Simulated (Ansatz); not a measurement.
Species: CH$_{5}$AlS, charge 0, singlet. CH5AlS (SMILES C[S][AlH2]).
B3LYP-D3(BJ)/def2-TZVP minimum from Ansatz (an electronic-structure program):
```xyz
8

Al     0.0412     0.2411     1.4665
H     -1.0184     0.7275     2.5238
H      1.5387    -0.1314     1.7971
S     -0.6206     0.0748    -0.5986
C      0.8884    -0.5089    -1.4730
H      1.1502     0.2204    -2.2363
H      0.6673    -1.4631    -1.9459
H      1.7245    -0.6306    -0.7878
```

Atomisation energy term by term, kcal/mol (programs: Ansatz). Radicals and triplets start from unrestricted determinants; spin-orbit coupling is neglected. Cores are frozen in correlated methods. Rows without X2C or -DK are non-relativistic. CBS(X,Y): correlation extrapolated as X^-3, Hartree-Fock from the larger set. A bracket is a step between two methods taken in the basis named. 'core' is core correlation in cc-pwCVTZ (1s frozen past Ne), 'X2C' scalar relativity in cc-pVTZ-DK, both at CCSD(T). For partners of very few electrons the exact lower level stands in for a higher one.

| term | basis | kcal/mol |
|---|---|---|
| Hartree-Fock | cc-pV(Q+d)Z | 453.30 |
| CCSD correlation | CBS(cc-pV(T+d)Z,cc-pV(Q+d)Z) | 142.09 |
| (T) | CBS(cc-pV(T+d)Z,cc-pV(Q+d)Z) | 8.25 |
| CCSDT(Q) - CCSD(T) | cc-pV(D+d)Z | 0.44 |
| core correlation | cc-pwCVTZ | 0.68 |
| scalar relativity | X2C, cc-pVTZ-DK | -1.00 |
| sum: De |  | 603.8 |
